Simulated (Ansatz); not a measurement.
Saddle point of SiNH₅OF₂, closed shell (SiNH₃F₂ ([NH2][SiH]([F])[F]) + H₂O → SiH₂OF₂ ([OH][SiH]([F])[F]) + NH₃ (still joined by a long Si–N bond); bonds formed: Si1–O7, N2–H6; bonds broken: H6–O7; bonds weakened to dative contacts: Si1–N2), PBE0-D4/def2-TZVP structure:

| atom | x (Å) | y (Å) | z (Å) |
| --- | --- | --- | --- |
| Si1 | -0.7293 | -0.2598 | -0.2349 |
| N2 | 1.1158 | -0.3065 | -0.2416 |
| F3 | -0.9221 | -1.7264 | -0.9181 |
| F4 | -1.3670 | -0.6468 | 1.1871 |
| H5 | -1.4623 | 0.5179 | -1.2442 |
| H6 | 0.8896 | 0.7765 | 0.3865 |
| O7 | -0.1401 | 1.4161 | 0.5511 |
| H8 | 1.5420 | -0.2293 | -1.1578 |
| H9 | 1.5034 | -1.1210 | 0.2198 |
| H10 | -0.4300 | 1.5792 | 1.4521 |

Energies are electronic, without zero-point energy. Barriers and step energies count from the start structure reached by relaxing down the imaginary mode; all methods use the PBE0-D4 structures, on which another method's saddle can fall below an end. Program: Ansatz 0.2.0. Basis: def2-TZVPP, with def2-QZVPP for the basis limit. Cores are frozen in the correlated methods. B3LYP uses VWN-RPA correlation. Extrapolation: Hartree–Fock as exp(−7.88 √X), correlation as X^−2.97.

```
      method  barrier (kcal/mol)  step energy (kcal/mol)
       SPW92                5.69                  -18.75
      PBE-D4               14.93                  -13.85
     BLYP-D4               19.48                  -11.87
   r2SCAN-D4               16.29                  -15.95
      B97M-V                   ?                  -15.77
     PBE0-D4               17.32                  -14.64
    B3LYP-D4               20.72                  -12.89
  r2SCAN0-D4               18.03                  -16.11
    BHLYP-D4               23.44                  -14.03
CAM-B3LYP-D4               19.61                  -14.23
     wB97X-V               19.16                  -14.99
     wB97M-V                   ?                  -15.23
      B2PLYP               20.90                  -13.61
    PBE-QIDH                   ?                  -15.50
  RPA on PBE               20.74                  -14.26
          HF               33.75                  -11.40
         MP2               19.59                  -14.64
        CCSD               22.83                  -14.28
     CCSD(T)               20.84                  -14.62
```

**Question.** Fill in the withheld barriers. (An estimate is asked for; the value comes from the calculation.)

**Answer.** By the calculation: wB97M-V 18.76; PBE-QIDH 18.78; B97M-V 20.51 kcal/mol. Each is the energy of the saddle less that of the start structure, by the same method.

For comparison, the barrier by CCSD(T) at an estimated basis limit (MP2 extrapolated from triple and quadruple zeta, plus CCSD(T) − MP2 in triple zeta) is 20.94 kcal/mol.

The T1 diagnostic stays at or below 0.012.

The step is the kind of ligand exchange by which a precursor binds to a hydroxyl group, or is hydrolysed, in atomic layer deposition of oxides.

Labels in which every atom is bracketed show which atoms are joined, not bond orders.

For scale, one of the runs: CCSD(T)/def2-TZVPP, 236 basis functions, launched by `ansatz run in.yaml --threads 4 --pin off --events-out ev --progress --plain --max-ram 9574MiB`. The run took 2.7 min on 4 CPU threads of an Arm Neoverse V1 (shared host), with 4.7 GiB of host memory at its peak.
